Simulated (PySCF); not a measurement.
## Core-level binding energies of `ClB1OCCO1`

C2H4BClO2.
Z-matrix (Å and degrees, PBE0-D3(BJ)/def2-SVP geometry), rows numbered from 1:
```
Cl
B   1  1.7468
O   2  1.3571  1  122.63
C   3  1.4194  2  107.57  1   179.63
C   4  1.5461  3  105.10  2     0.25
O   2  1.3573  1  122.69  3   179.77
H   4  1.1012  3  109.23  2  -120.75
H   4  1.1012  3  109.26  2   121.30
H   5  1.1012  4  112.59  3  -119.05
H   5  1.1013  4  112.59  3   118.54
```

The calculation used delta-SCF UKS SCAN, pcX-2 on the ionised atom, pcseg-1 elsewhere, spin-free X2C (PySCF 2.14.0). Binding energies are ΔSCF values: E(core-ionised, relaxed orbitals) − E(ground state) at a fixed geometry, referred to the vacuum level.

Task: List the computed XPS lines with their assignment.

Result: 
```
atom(s)                 environment     level  binding energy (eV)  2p1/2 (eV)  count
    Cl1        chlorine bonded to B     Cl 1s              2828.89           –      1
  O3/O6          boron-bound oxygen      O 1s               539.18           –      2
  C4/C5  sp3 carbon bound to oxygen      C 1s               293.01           –      2
    Cl1        chlorine bonded to B  Cl 2p3/2               206.29      207.94      1
     B2      three-coordinate boron      B 1s               198.43           –      1
```

Task: Which effective nuclear charge Zeff reproduces each element's mean 1s value in the hydrogen-like formula E = 13.606 eV × Zeff²?

Result: B (Z = 5): mean 198.4 eV, Zeff = 3.82, Z − Zeff = 1.18; C (Z = 6): mean 293.0 eV, Zeff = 4.64, Z − Zeff = 1.36; O (Z = 8): mean 539.2 eV, Zeff = 6.30, Z − Zeff = 1.70; Cl (Z = 17): mean 2828.9 eV, Zeff = 14.42, Z − Zeff = 2.58. Means run over the listed sites, weighted by atom count.

Task: Express the binding energy of Cl 2p3/2 of Cl1 in atomic units and per mole.

Result: 206.29 eV = 7.5810 Eh = 19904 kJ/mol.

Atoms equivalent by their bonding share one computed value, that of the first of them. Spin–orbit and ligand-field terms were added within each 2p shell after the spin-free SCF. 2p1/2 minus 2p3/2 (ligand field included): Cl 1.65 eV. Isolated species at its PBE0-D3(BJ)/def2-SVP geometry, gas phase.
